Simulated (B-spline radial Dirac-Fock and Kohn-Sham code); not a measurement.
# Elastic and transport cross sections of gadolinium for electrons

Calculated with a radial finite-basis atomic code, using relativistic (Dirac) partial waves in the static field of the Dirac-Fock atom with Furness-McCarthy exchange, without polarisation or absorption potentials. σ_tr1 and σ_tr2 weight the cross section with 1 − P₁ and 1 − P₂ of cos θ; "backward" is the share scattered beyond 90°.

```
energy (eV)  σ (a₀²)  σ_tr1 (a₀²)  σ_tr2 (a₀²)  σ/σ_tr1  backward (%)
        502     17.1         4.25         4.22     4.03            11
        528     16.7         4.11         4.00     4.06            11
        598     15.7         3.78         3.51     4.17            11
        744     14.2         3.18         2.80     4.46            10
        757        ?            ?            ?        ?             ?
        774     13.9         3.07         2.69     4.52            10
        775     13.9         3.07         2.69     4.52            10
        930     12.7         2.59         2.26     4.88           9.3
        963     12.5         2.51         2.19     4.96           9.1
       1000     12.2         2.42         2.11     5.06           8.9
       1260     10.8         1.90         1.73     5.71           7.6
       1330     10.5         1.79         1.65     5.88           7.3
       1400     10.3         1.69         1.59     6.06           7.0
       1500     9.90         1.57         1.50     6.32           6.6
```

Question: Fill in the row for 757 eV.

Answer: σ = 14.0 a₀², σ_tr1 = 3.13 a₀², σ_tr2 = 2.75 a₀², σ/σ_tr1 = 4.48, backward 10 %. The ratio σ/σ_tr1 is roughly the number of elastic collisions that randomise the direction.
